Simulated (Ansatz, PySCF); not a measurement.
disulfane (H2S2), SMILES SS. Atoms are numbered in the order given.

```xyz
4

S      0.0528    -1.0216     0.0768
S     -0.0528     1.0216     0.0768
H     -0.8813    -1.2718    -0.8605
H      0.8813     1.2718    -0.8605
```

Geometry optimised at PBE0-D3(BJ)/def2-TZVP.

Two levels are set side by side: PBE-D3(BJ)/def2-TZVP (Ansatz, a first-principles code) and PBE0-D3(BJ)/def2-TZVP (Ansatz). Each level has its own optimised geometry; the coordinates shown are those of the second. Frequencies come from the Hessian of PySCF at each geometry. Differences are taken from unrounded values.

```csv
quantity,PBE0-D3(BJ)
mean bond length (Å),1.580
bond S1–S2 (Å),2.046
bond S1–H3 (Å),1.347
bond S2–H4 (Å),1.347
highest harmonic wavenumber (cm⁻¹),2666
mean harmonic wavenumber (cm⁻¹),1357
zero-point energy (kcal/mol),11.64
```

Problem. What does PBE-D3(BJ) give, and how far is it from PBE0-D3(BJ)? (An estimate is asked for; the answer gives what the named calculation found.)

Solution. 
```tsv
quantity	PBE-D3(BJ)	PBE-D3(BJ) minus PBE0-D3(BJ)
mean bond length (Å)	1.595	0.015
bond S1–S2 (Å)	2.065	0.019
bond S1–H3 (Å)	1.360	0.013
bond S2–H4 (Å)	1.360	0.013
highest harmonic wavenumber (cm⁻¹)	2553	-113
mean harmonic wavenumber (cm⁻¹)	1299	-58
zero-point energy (kcal/mol)	11.14	-0.50
```

GGA bonds tend to be longer and softer than those of functionals with exact exchange. Differences between two approximate levels are no errors against the true value.
